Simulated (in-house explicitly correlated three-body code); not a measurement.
Computed with an exponentially correlated three-body code. Model: two electrons around a point charge, non-relativistic, variational in 260 exponentially correlated functions (energies converged to about 1e-7 hartree, or 1e-8 relative for large Z).

Command:
```bash
python run_hyl.py task.json out
```
Settings (lengths in bohr, energies in hartree):
```
Z                      1.5
screening              0.075
interaction_strength   1
functions              260
states_tried           13
```

Run time, properties included: 27 s on 1 thread of AMD EPYC 9R45 96-Core Processor (Zen 5) (shared host).

**Those bound S and P states to n = 4 that converged, binding against the one-electron ion.**

Given: nuclear charge 1.5; Yukawa screening of all interactions 0.075 1/bohr.

Computed: one-electron threshold -1.01658696 hartree.

```csv
term,energy (hartree),binding (eV)
1 1S,-1.32064054,8.2737
2 3S,-1.04009526,0.63969
2 1S,-1.03087616,0.38883
2 3P,-1.02271647,0.16679
2 1P,?,?
3 3S,-1.01725182,0.018092
```

Problem. What belongs in the row 2 1P?

Solution. energy (hartree): -1.02178358; binding (eV): 0.14141.

**Converged states only, values per electron or pair (inverse distances are <exp(-kr)/r>).**

```csv
term,mean r (bohr),mean r squared (bohr²),mean inverse r (1/bohr),mean r12 (bohr),mean inverse r12 (1/bohr),mean cosine,mean p1 dot p2 (bohr⁻²),delta r1 (bohr⁻³),delta r12 (bohr⁻³)
1 1S,1.3608,2.6212,1.1149,2.1172,0.56396,-0.082388,0.094385,0.67989,0.028692
2 3S,4.3958,37.183,0.7684,7.886,0.098671,-0.013576,0.0021978,0.5433,-
2 1S,5.6225,63.065,0.7524,10.311,0.072526,-0.0091315,0.0028366,0.54063,0.0010414
2 3P,6.3689,87.456,0.74257,11.801,0.060699,-0.011439,-0.0059959,0.53385,-
2 1P,?,?,?,?,?,?,?,?,?
3 3S,17.555,713.24,0.71782,34.128,0.009588,-0.0010519,0.00016154,0.53585,-
```

Problem. What belongs in the row 2 1P?

Solution. mean r (bohr): 6.8864; mean r squared (bohr²): 102.52; mean inverse r (1/bohr): 0.73868; mean r12 (bohr): 12.824; mean inverse r12 (1/bohr): 0.052049; mean cosine: -0.005232; mean p1 dot p2 (bohr⁻²): 0.0035145; delta r1 (bohr⁻³): 0.53528; delta r12 (bohr⁻³): 2.5567e-05.

**Electric-dipole lines between converged S and P states, rate of the upper state's decay.**

```json
{"s state": "1 1S", "p state": "2 1P", "p minus s (eV)": "8.1323", "oscillator strength from s": "0.074316", "rate (1/s)": "7.1089e+07"}
{"s state": "2 1S", "p state": "2 1P", "p minus s (eV)": "?", "oscillator strength from s": "?", "rate (1/s)": "?"}
{"s state": "2 3S", "p state": "2 3P", "p minus s (eV)": "0.4729", "oscillator strength from s": "0.81196", "rate (1/s)": "2.6264e+06"}
{"s state": "3 3S", "p state": "2 3P", "p minus s (eV)": "-0.1487", "oscillator strength from s": "-0.26512", "rate (1/s)": "254380"}
```

Problem. What belongs in the row 2 1S 2 1P?

Solution. p minus s (eV): 0.24742; oscillator strength from s: 0.7131; rate (1/s): 631420.

**Static dipole response.**

```
state  polarisability (bohr³)
 1 1S                  6.9414
```
